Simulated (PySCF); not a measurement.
# What a mistake does to a calculation on CFH4OSi anion

Calculated results; nothing here was measured. The program is PySCF 2.14.0, an open-source quantum chemistry code, run on an isolated molecule that a program drew, which may never have been made. The molecule is CFH4OSi anion (charge -1, singlet), drawn as the SMILES string `CO[SiH-]F`.

Each row is a Hartree-Fock (HF) and frozen-core CCSD(T) single point in the aug-cc-pV(D+d)Z basis, meant for a local HF minimum. Run 1 is clean. Each other run has one planted mistake out of seven kinds, and not every kind appears here: one electron removed, one electron added, multiplicity raised by two, geometry at a saddle point, minimal basis STO-3G, one bond length entered in bohr, all coordinates scaled. The reference is restricted for singlets and unrestricted otherwise, and also for a bond in bohr. Adding or removing an electron swaps singlet and doublet. Electrons count all cores. HOMO and LUMO are orbital energies over both spins, the gradient is its largest component, and the lowest frequency (negative if imaginary) is given only where the gradient is small. Bond lengths are over the 7 bonds as drawn. T1 is the CCSD diagnostic: over 0.02 (restricted) or 0.045 (unrestricted) a single reference is doubtful.

Geometry of the clean run:
```xyz
8
CFH4OSi anion, angstrom
C     0.7769    0.4354    0.7276
O     1.8237    0.1894    1.5880
Si    2.0234   -1.4034    2.2790
F     3.5290   -1.0930    2.9551
H     0.8920   -0.0937   -0.2304
H     0.7269    1.5073    0.5049
H    -0.1953    0.1400    1.1483
H     2.5330   -2.1203    0.9882
```

| run | electrons | basis functions | <S^2> | HOMO (eV) | LUMO (eV) | gradient (hartree/bohr) | lowest frequency (cm^-1) | mean bond (Å) | longest bond (Å) | T1 | HF (hartree) | CCSD(T) (hartree) | mistake |
|---|---|---|---|---|---|---|---|---|---|---|---|---|---|
| 1 | 42 | 137 | 0.000 | -2.14 | 3.67 | 3.3e-05 | 38 | 1.3803 | 1.748 | 0.0148 | -503.52567 | -504.25020 | no fault |
| 2 | 42 | 28 | 0.000 | 2.76 | 20.69 | 3.8e-02 | - | 1.3803 | 1.748 | 0.0100 | -497.05478 | -497.22126 | minimal basis STO-3G |
| 3 | 42 | 137 | 0.000 | -2.40 | 3.65 | 2.2e-02 | - | 1.4245 | 1.804 | 0.0155 | -503.51890 | -504.25091 | all coordinates scaled |
| 4 | 42 | 137 | 0.678 | -2.28 | 3.64 | 4.1e-02 | - | 1.5201 | 2.078 | 0.0558 | -503.41135 | -504.14342 | ? |

**Which mistake was planted in run 4, and what did it cost?**

The mean bond changes by a factor of 1.101 and the longest by 1.189, so the molecule wasn't scaled as a whole. A length L in bohr read as angstrom grows by (1/0.5292 - 1) L = 0.890 L. The 7 bonds together grew by 7 x 0.1398 = 0.979 Å, which gives L = 1.100 Å. That is the length of one of the C-H bonds, 1.100 Å in the clean geometry. So the mistake is: one bond length entered in bohr. Subtracting run 1 and multiplying by 627.51 kcal/mol a hartree, the energy moved by 71.7 kcal/mol in HF and 67.0 kcal/mol in CCSD(T).

Cautions from the logs. Run 2: the HOMO is above zero, so the electron isn't bound and the energy depends on the basis; run 4: T1 is over the limit, so its CCSD(T) energy is less reliable.
